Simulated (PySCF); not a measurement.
BFBr₂, SMILES FB(Br)Br. The structure is a stationary point at PBE-D3(BJ)/def2-SVP.

Q: Give the equilibrium geometry at PBE-D3(BJ)/def2-SVP (PySCF confirms it by a frequency run) as Cartesian coordinates in Å, and its point group. (Estimate from the structure and the level; the computed values follow.)

A: point group C2v.
```xyz
4

B      0.0000     0.0000    -0.6340
F      0.0000     0.0000    -1.9569
Br     0.0000    -1.6715     0.2969
Br     0.0000     1.6715     0.2969
```
Charge 0, spin multiplicity 1.
